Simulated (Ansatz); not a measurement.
Total energies of C3H11BOS.

Cartesian coordinates in Å:
```
C 0.2186 0.1547 -2.0881
O 0.0240 -0.6607 -0.9518
B 0.5224 -0.3244 0.2734
C 1.3600 0.9907 0.4797
C 0.1968 -1.3150 1.4457
S -3.0483 0.7157 0.1610
H 1.2813 0.2832 -2.3107
H -0.2604 -0.3355 -2.9360
H -0.2321 1.1418 -1.9475
H 1.7793 1.0725 1.4835
H 0.7175 1.8654 0.3190
H 2.1797 1.0824 -0.2407
H 1.1249 -1.7551 1.8291
H -0.2420 -0.7795 2.2947
H -0.4705 -2.1289 1.1564
H -2.9172 0.2086 1.3959
H -2.2339 -0.2158 -0.3635
```

Total charge 0; spin multiplicity 1. The bonds changed during the relaxation, so this is another structure than the one it started from. Geometry: relaxed with PBE0-D4/def2-TZVP. It is one conformer, not always the lowest. Basis def2-TZVPP, Ansatz.

RPA on PBE orbitals: Hartree–Fock energy of these orbitals -617.18007 Eh, correlation -1.80252 Eh (frozen core).

```tsv
functional	energy without D4 (Eh)	D4 term (kJ/mol)
LDA (SPW92)	-615.99425	–
r2SCAN	-619.19900	-9.3
PBE0	-618.94960	-27.6
B3LYP	-619.39712	-50.0
r2SCANh	-619.18861	-9.7
r2SCAN0	-619.17428	-10.6
HSE06 (plane-wave form)	-618.92879	-25.7
ωB97M-V	-619.21969	–
B2PLYP	-619.03763	–
PBE-QIDH	-618.83713	–
```

Question: Give the same for PBE, revPBE, BLYP, B97M-V, BHLYP, CAM-B3LYP, LC-ωPBE, ωB97X-V. (Best estimate.)

Answer: Computed: 
```tsv
functional	energy without D4 (Eh)	D4 term (kJ/mol)
PBE	-618.88299	-32.0
revPBE	-619.21131	-97.7
BLYP	-619.24989	-68.0
B97M-V	-619.25379	–
BHLYP	-619.23046	-36.0
CAM-B3LYP	-619.25921	-28.0
LC-ωPBE	-619.11285	–
ωB97X-V	-619.23588	–
```

B3LYP takes the VWN-RPA correlation (the form of Gaussian; ORCA's B3LYP/G). HSE06 is the plane-wave form, built on full-range PBE exchange. The double hybrids freeze the cores in their second-order part.

LC-ωPBE has ω = 0.4 bohr⁻¹.
